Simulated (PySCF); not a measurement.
## wB97M-V on Al⁺ (aluminium, charge +1)

Configuration: [Ne] 3d2, high-spin 3F determinant (an excited configuration). All numbers are calculated (PySCF 2.14, the non-relativistic Hamiltonian (point nucleus), in aug-cc-pV(T+d)Z with one added diffuse shell each of s, p, d, f type (7s6p5d3f, 71 functions)).

```json
{
 "Total energy": "-241.2346 hartree",
 "One-electron energy": "-328.5289 hartree",
 "Hartree (Coulomb) energy": "105.4373 hartree",
 "Exchange-correlation energy": "-18.1429 hartree",
 "Kinetic energy": "240.55606 hartree",
 "⟨S²⟩": "2.0000",
 "⟨L²⟩": "12.000",
 "Sum of ⟨r⟩": "12.62 bohr",
 "Sum of ⟨r²⟩": "37.55 bohr²",
 "Traceless quadrupole moment −½Σ⟨3z² − r²⟩ along its main axis": "0.0610 e·bohr²",
 "Density at the nucleus (Gaussians lack the cusp)": "1380 bohr⁻³",
 "Spin density at the nucleus": "-0.0383 bohr⁻³",
 "Langevin diamagnetic susceptibility": "-29.7 ×10⁻⁶ cm³/mol"
}
```

```json
{"shell": "1s β", "electrons": "1", "mean orbital energy (eV)": "-1551.5", "spread (eV)": "0", "rms radius, mean of both spins (bohr)": "0.139"}
{"shell": "1s α", "electrons": "1", "mean orbital energy (eV)": "-1551.4", "spread (eV)": "0", "rms radius, mean of both spins (bohr)": "0.139"}
{"shell": "2s α", "electrons": "1", "mean orbital energy (eV)": "-134.25", "spread (eV)": "0", "rms radius, mean of both spins (bohr)": "0.680"}
{"shell": "2s β", "electrons": "1", "mean orbital energy (eV)": "-134.19", "spread (eV)": "0", "rms radius, mean of both spins (bohr)": "0.680"}
{"shell": "2p α", "electrons": "3", "mean orbital energy (eV)": "-93.865", "spread (eV)": "0", "rms radius, mean of both spins (bohr)": "0.672"}
{"shell": "2p β", "electrons": "3", "mean orbital energy (eV)": "-93.805", "spread (eV)": "0", "rms radius, mean of both spins (bohr)": "0.672"}
{"shell": "3d α", "electrons": "2", "mean orbital energy (eV)": "-7.897", "spread (eV)": "0.007", "rms radius, mean of both spins (bohr)": "4.12"}
```

The outer electron is Rydberg-like, and this basis confines it to a smaller radius and binds it less than a complete one would.
